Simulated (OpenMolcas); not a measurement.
A calculation on Ru.

```yaml
Program: OpenMolcas
Method: CASSCF
Basis: ANO-RCC-VTZP [7s6p4d2f1g]
Scalar_Hamiltonian: DKH2, point nucleus
Active_space: 8 electrons in 6 orbitals (4d 5s)
State_averaging: 2S+1 = 5 even, 15 roots; 2S+1 = 3 even, 75 roots; 2S+1 = 1 even, 57 roots
Spin-orbit_coupling: RASSI with atomic mean-field integrals over the reference wave functions, term energies averaged over their components
```

Task: Which level of the active space comes out lowest?

Result: 4d7 5s 5F5, with 99 % of that term; it is also the measured ground level.

Task: How high does 4d7 5s 5F4 lie?

Result: 1223 cm-1 above the lowest level; measured 1191 cm-1 above the ground level, so the calculation is off by +3 %.

Task: How high does 4d7 5s 3F3(1) [73 %] lie?

Result: 10913 cm-1 above the lowest level.

Task: How high does 4d7 5s 3F4(1) lie?

Result: 9320 cm-1 above the lowest level.

Measured values: NIST Handbook of Basic Atomic Spectroscopic Data.

Without dynamic correlation excited terms often stand tens of per cent too high (terms of higher spin than the ground term too low), and those without a measured partner can miss by more than the paired ones. Configurations are named by rounded mean occupations; where the s occupation lies near a half they are strongly mixed, a name can repeat and a true partner stay unpaired. Computed and measured levels are paired by configuration, term and J; levels that our copy of the source lacks, or whose pairing is in doubt (as where it misses far off the trend of its configuration), stay unpaired and out of the deviations. Levels of configurations outside the active space are missing.

A share in square brackets marks a mixed level and gives the weight of the term that names it. A number in round brackets counts repeated terms of one configuration in the order of the reference energies.
